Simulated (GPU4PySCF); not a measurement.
di-tert-butyl disulfide (C8H18S2), SMILES CC(C)(C)SSC(C)(C)C.

Geometry: ωB97M-D3(BJ)/def2-TZVP. One conformer was computed; it need not be the lowest.

Method: GPU4PySCF with TDDFT-CAM-B3LYP/def2-SVPD.

Vertical excitations. Isolated molecule, no solvent.

```json
[
 {"state": "S1", "energy (eV)": "4.73", "λ (nm)": "262", "f": "0.001", "main pairs": "HOMO→LUMO 80 %, HOMO→LUMO+5 14 %"},
 {"state": "S2", "energy (eV)": "5.55", "λ (nm)": "223", "f": "0.011", "main pairs": "HOMO−1→LUMO 76 %, HOMO−1→LUMO+5 13 %"},
 {"state": "S3", "energy (eV)": "5.96", "λ (nm)": "208", "f": "0.002", "main pairs": "HOMO→LUMO+2 60 %, HOMO→LUMO+3 25 %"},
 {"state": "S4", "energy (eV)": "6.18", "λ (nm)": "201", "f": "0.002", "main pairs": "HOMO→LUMO+1 74 %"},
 {"state": "S5", "energy (eV)": "6.53", "λ (nm)": "190", "f": "0.005", "main pairs": "HOMO→LUMO+6 23 %, HOMO−1→LUMO+2 22 %, HOMO→LUMO+1 13 %, HOMO−1→LUMO+3 11 %"},
 {"state": "S6", "energy (eV)": "6.83", "λ (nm)": "182", "f": "0.019", "main pairs": "HOMO−1→LUMO+1 42 %, HOMO→LUMO+5 39 %"},
 {"state": "S7", "energy (eV)": "6.95", "λ (nm)": "178", "f": "0.015", "main pairs": "HOMO→LUMO+4 59 %, HOMO−1→LUMO+2 15 %"},
 {"state": "S8", "energy (eV)": "7.03", "λ (nm)": "176", "f": "0.142", "main pairs": "HOMO→LUMO+6 34 %, HOMO−1→LUMO+2 20 %, HOMO→LUMO+4 17 %, HOMO→LUMO+7 8 %"},
 {"state": "S9", "energy (eV)": "7.05", "λ (nm)": "176", "f": "0.010", "main pairs": "HOMO→LUMO+3 59 %, HOMO→LUMO+2 16 %, HOMO−1→LUMO+1 10 %"},
 {"state": "S10", "energy (eV)": "7.18", "λ (nm)": "173", "f": "0.019", "main pairs": "HOMO→LUMO+5 32 %, HOMO−1→LUMO+1 29 %, HOMO→LUMO 9 %, HOMO→LUMO+3 7 %"},
 {"state": "S11", "energy (eV)": "7.49", "λ (nm)": "166", "f": "0.008", "main pairs": "HOMO−1→LUMO+6 43 %, HOMO−1→LUMO+10 11 %, HOMO→LUMO+9 9 %, HOMO−1→LUMO+1 9 %"},
 {"state": "S12", "energy (eV)": "7.53", "λ (nm)": "165", "f": "0.060", "main pairs": "HOMO→LUMO+8 39 %, HOMO−1→LUMO+5 17 %, HOMO→LUMO+7 10 %, HOMO−2→LUMO 8 %"},
 {"state": "T1", "energy (eV)": "4.10", "λ (nm)": "302", "f": "0", "main pairs": "HOMO→LUMO 76 %, HOMO→LUMO+5 19 %"},
 {"state": "T2", "energy (eV)": "4.86", "λ (nm)": "255", "f": "0", "main pairs": "HOMO−1→LUMO 75 %, HOMO−1→LUMO+5 18 %"},
 {"state": "T3", "energy (eV)": "5.27", "λ (nm)": "235", "f": "0", "main pairs": "HOMO→LUMO+2 59 %, HOMO→LUMO+3 20 %"},
 {"state": "T4", "energy (eV)": "5.76", "λ (nm)": "215", "f": "0", "main pairs": "HOMO−1→LUMO+2 25 %, HOMO→LUMO+6 21 %, HOMO→LUMO+10 10 %, HOMO−1→LUMO+3 9 %"}
]
```
Triplets are in the Tamm–Dancoff approximation, which puts them higher than full response would, so one can lie above its singlet here.
